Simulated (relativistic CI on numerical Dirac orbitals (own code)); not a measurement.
**Electric-dipole lines of Au11+**

Method of calculation: Dirac-Coulomb-Breit CI, separate exchange-only KLI orbitals for each configuration, model QED (radiative potential, 1s self-energy scaled to tabulated hydrogen-like ionisation energies), unscaled Slater integrals (own radial code, finite nucleus).

CI space (outside the closed core [Kr] 4d10): 4f14.5s2.5p6, 4f14.5s2.5p5.5d, 4f14.5s.5p6.5d, 4f14.5s2.5p5.5f, 4f13.5s2.5p6.5d, 4f14.5s2.5p5.5g, 4f14.5s2.5p5.6s, 4f14.5s.5p6.5f, 4f14.5s2.5p5.6p, 4f14.5s.5p6.5g, 4f14.5p6.5d2, 4f14.5p5.5d3, 4f14.5p5.5d2.5f, 4f13.5p6.5d3, 4f14.5p5.5d2.5g, 4f14.5p5.5d2.6s. Double excitations out of closed p, d and f shells are left out; levels of such configurations are missing from the list, as are those of other unlisted configurations, and high levels can miss mixing partners. These lack a partner that the ground configuration has and come out too high: 4f14.5s2.5p5.6p.

| λ vac (Å) | Lower | Upper | A (s⁻¹) | log gf | S velocity/length |
| --- | --- | --- | --- | --- | --- |
| 114.97 | 4f14.5s2.5p6 1S_0 [1] | 4f13.5s2.5p6.5d 1P°_1 [33] | 4.32e+11 | 0.41 | 0.65 |
| 143.67 | 4f14.5s2.5p6 1S_0 [1] | 4f14.5s2.5p5.5d 1P°_1 [13] | 5.62e+11 | 0.72 | 0.62 |
| 168.63 | 4f14.5s2.5p5.5d 3P°_0 [2] | 4f14.5s2.5p5.5f 3D_1 [53] | 1.48e+11 | 0.28 | 0.72 |
| 171.78 | 4f14.5s2.5p5.5d 3P°_1 [3] | 4f14.5s2.5p5.5f 3D_1 [53] | 1.81e+11 | 0.38 | 0.74 |
| 172.91 | 4f14.5s2.5p5.5d 3P°_1 [3] | 4f14.5s2.5p5.5f 3F_2 [52] | 8.01e+10 | 0.25 | 0.78 |
| 178.18 | 4f14.5s2.5p5.5d 3D°_2 [5] | 4f14.5s2.5p5.5f 3F_2 [52] | 9.35e+10 | 0.35 | 0.78 |
| 181.03 | 4f14.5s2.5p5.5d 1D°_2 [7] | 4f14.5s.5p6.5d 3D_3 [54] | 1.11e+11 | 0.58 | 0.76 |
| 181.52 | 4f14.5s2.5p5.5d 3F°_2 [10] | 4f14.5s2.5p5.5f 3G_3 [60] | 1.76e+11 | 0.78 | 0.93 |
| 182.09 | 4f14.5s2.5p6 1S_0 [1] | 4f14.5s2.5p5.5d 3D°_1 [9] | 1.15e+11 | 0.24 | 0.56 |
| 182.26 | 4f14.5s2.5p5.5d 3D°_2 [5] | 4f14.5s2.5p5.5f 1F_3 [49] | 8.35e+10 | 0.46 | 0.93 |
| 184.07 | 4f14.5s2.5p5.5d 3F°_3 [4] | 4f14.5s2.5p5.5f 3G_4 [48] | 1.65e+11 | 0.88 | 0.98 |
| 187.07 | 4f14.5s2.5p5.5d 3D°_3 [8] | 4f14.5s.5p6.5d 3D_3 [54] | 8.47e+10 | 0.49 | 0.80 |
| 187.18 | 4f14.5s2.5p5.5d 3D°_2 [11] | 4f14.5s2.5p5.5f 3D_3 [62] | 1.99e+11 | 0.86 | 0.81 |
| 188.81 | 4f14.5s2.5p5.5d 3F°_4 [6] | 4f14.5s2.5p5.5f 3G_5 [47] | 1.74e+11 | 1.01 | 0.96 |
| 190.90 | 4f14.5s2.5p5.5d 1F°_3 [12] | 4f14.5s2.5p5.5f 3G_4 [61] | 1.71e+11 | 0.92 | 0.94 |
| 192.80 | 4f14.5s2.5p5.5d 3D°_3 [8] | 4f14.5s2.5p5.5f 3F_4 [51] | 1.52e+11 | 0.88 | 0.94 |
| 200.33 | 4f14.5s2.5p5.5d 3D°_1 [9] | 4f14.5s.5p6.5d 1D_2 [55] | 9.31e+10 | 0.45 | 0.94 |
| 308.34 | 4f14.5s2.5p5.5f 3G_5 [47] | 4f14.5s2.5p5.5g 3H°_6 [66] | 7.42e+10 | 1.14 | 1.05 |
| 308.94 | 4f14.5s2.5p5.5f 3G_4 [48] | 4f14.5s2.5p5.5g 3H°_5 [67] | 6.93e+10 | 1.04 | 1.07 |
| 315.83 | 4f14.5s2.5p5.5f 3F_4 [51] | 4f14.5s2.5p5.5g 3G°_5 [71] | 6.49e+10 | 1.03 | 1.05 |

Terms are leading LS components. Brackets give the number of a level in order of energy, since labels repeat. The list gives strong lines, with weight on those to low levels, among the lowest 84 of 1488 levels, so that lines to higher ones, which can be the strongest, are missing. Levels whose partners in the same complex of configurations lie outside the list can be far off, and so can their lines. Rates are taken at the computed energies, electric ones in the length gauge. A velocity-to-length ratio far from 1 marks an uncertain rate.

At this charge energies of transitions that change n are usually good to better than 1 %, and those within a shell (Δn = 0) to a few per cent. Levels and lines within the n = 5 or 6 shells can be off by up to 10 % or somewhat more, and those that change n by about 2 %, since core polarisation is missing.

LS names give the leading component of a level, which can be under half, so a name can repeat, a term be missing and a line seem to break the LS rules.
